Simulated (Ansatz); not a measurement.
C$_{2}$H$_{8}$ClInO (`[CH3][In-]([CH3])([OH2+])[Cl]`), 13 atoms. Charge 0, multiplicity 1. Correlated methods include outer-core shells of In, which these sets cover unevenly. In takes the def2 core potential. All runs use 4 threads of an Arm Neoverse V2 on a shared host. Correlated methods freeze the cores.

**Question.** How many basis functions does each run have, and how long does it take in Ansatz? RKS ωB97M-V/def2-SVP energy; RKS PBE0-D4/def2-SVP energy; RHF-CCSD(T)/def2-TZVPP energy; RKS PBE0-D4/def2-TZVP relaxation (37 steps); RKS B3LYP-D4/def2-TZVPP energy and forces; RKS PBE0-D4/def2-TZVP frequencies; RKS ωB97M-V/def2-QZVPP energy; RHF-CCSD(T)/def2-SVP energy; RKS BHLYP-D4/def2-TZVPP energy; direct RPA on PBE orbitals/def2-TZVPP energy; RHF-MP2/def2-QZVPP energy; RKS revPBE-D4/def2-TZVPP energy. (Estimate.)

**Answer.** The calculation gave: Other jobs shared the machine, so times are rough.

| level | job | functions | wall time | peak host memory (GiB) |
| --- | --- | --- | --- | --- |
| RKS PBE0-D4/def2-SVP | energy | 126 | 1.6 s | 0.3 |
| RKS revPBE-D4/def2-TZVPP | energy | 297 | 3 s | 0.44 |
| RKS BHLYP-D4/def2-TZVPP | energy | 297 | 5.5 s | 0.99 |
| RKS ωB97M-V/def2-SVP | energy | 126 | 7.5 s | 0.45 |
| RKS B3LYP-D4/def2-TZVPP | energy and forces | 297 | 8 s | 1 |
| direct RPA on PBE orbitals/def2-TZVPP | energy | 297 | 10 s | 0.9 |
| RHF-CCSD(T)/def2-SVP | energy | 126 | 17 s | 0.87 |
| RKS ωB97M-V/def2-QZVPP | energy | 563 | 30 s | 3 |
| RHF-MP2/def2-QZVPP | energy | 563 | 36 s | 4.1 |
| RKS PBE0-D4/def2-TZVP | relaxation (37 steps) | 228 | 3 min | 0.75 |
| RKS PBE0-D4/def2-TZVP | frequencies | 228 | 4.7 min | 0.73 |
| RHF-CCSD(T)/def2-TZVPP | energy | 297 | 19 min | 4.8 |

B3LYP here is the variant with VWN-RPA as its local correlation; programs differ in this.
